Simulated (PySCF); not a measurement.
## Electron correlation in Sb (antimony, neutral)

[Kr] 4d10 5s2 5p3, high-spin 4S determinant. Calculation: PySCF 2.14, in x2c-TZVPPall (8s6p4d2f, 60 functions); scalar relativity by spin-free X2C-1e. Frozen: [Ar] 3d10; 23 electrons correlated.

MP2 pair energies summed by pair of shells (mhartree):

| pair | energy | share (%) |
| --- | --- | --- |
| 4d-4d | -153.55 | 38.8 |
| 4d-5s | -48.75 | 12.3 |
| 4p-4d | -46.42 | 11.7 |
| 4d-5p | -44.74 | 11.3 |
| 5s-5p | -38.18 | 9.6 |
| 4p-4p | -14.79 | 3.7 |
| 5p-5p | -12.64 | 3.2 |
| 4s-4d | -9.95 | 2.5 |
| 5s-5s | -7.91 | 2.0 |
| 4s-4p | -6.95 | 1.8 |
| 4p-5s | -6.23 | 1.6 |
| 4p-5p | -3.60 | 0.9 |
| 4s-4s | -1.32 | 0.3 |
| 4s-5s | -0.51 | 0.1 |
| 4s-5p | -0.37 | 0.1 |

Total MP2 correlation energy: -395.90 mhartree.

Same-spin part -144.65 and opposite-spin part -251.25 mhartree; SCS-MP2 scales them by 1/3 and 6/5 to -349.72 mhartree.

This basis was not built for core-valence correlation, so the inner-shell part is incomplete.
